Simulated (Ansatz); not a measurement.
Cost and result up the ladder for (ClSi)4CH26 adamantane (C6H12Cl4Si4) (26 atoms). Total charge 0; singlet. Geometry: PBE-D4/def2-SVP.

Cartesian coordinates in Å:
```
Si 1.382 0.079 1.298
Cl 2.909 0.165 2.733
C 1.624 1.445 0.019
Si 0.255 1.378 -1.279
Cl 0.536 2.901 -2.693
C -1.415 1.595 -0.426
Si -1.680 0.229 0.850
Cl -3.538 0.483 1.790
C -0.297 0.306 2.132
C -1.624 -1.446 -0.019
Si 0.044 -1.686 -0.869
Cl 0.093 -3.549 -1.830
C 1.415 -1.596 0.426
C 0.297 -0.306 -2.132
H 1.619 2.436 0.521
H 2.614 1.330 -0.473
H -2.230 1.569 -1.181
H -1.458 2.588 0.071
H -0.325 1.284 2.659
H -0.447 -0.485 2.897
H -2.442 -1.508 -0.768
H -1.791 -2.259 0.720
H 1.284 -2.410 1.170
H 2.402 -1.748 -0.060
H 1.271 -0.442 -2.649
H -0.497 -0.355 -2.908
```

Ansatz on 4 threads of AMD EPYC 7R43 on a shared host. Times are rough, and most runs start from the orbitals of an earlier one. PBE0-D4/def2-SVP serves as the yardstick here, not as an exact answer. Differences are given only for rows in sets of like size (and for xTB, whose basis is part of the method), since another set adds its own error. Binding counts from free atoms at the same level (Si triplet, Cl doublet, C triplet, H doublet; other spins of the atoms weren't run), without zero-point energy or a counterpoise term.

B3LYP takes the VWN-RPA correlation. Correlated methods freeze 46 core orbitals.

Correlated methods converge slowly with the basis, most of all in double-zeta sets.

| level | functions | binding energy per atom (eV) | difference from PBE0-D4/def2-SVP (eV) |
| --- | --- | --- | --- |
| HF/STO-3G | 114 | 4.04 | – |
| HF/6-31G | 182 | 2.80 | – |
| PBE-D4/def2-SVP | 288 | 4.29 | 0.04 |
| r2SCAN-D4/def2-SVP (with forces) | 288 | 4.23 | -0.02 |
| B3LYP-D4/6-31G | 182 | 3.89 | – |
| MP2/def2-SVP | 288 | 4.03 | -0.22 |
| PBE0-D4/def2-SVP | 288 | 4.25 | 0.00 |

Q: Estimate how long each takes.

A: HF/STO-3G 1.7 s; HF/6-31G 4.3 s; PBE-D4/def2-SVP 7.5 s; B3LYP-D4/6-31G 8 s; PBE0-D4/def2-SVP 15 s; MP2/def2-SVP 16 s; r2SCAN-D4/def2-SVP (with forces) 17 s. On shared hardware such times vary by a factor of up to 3.
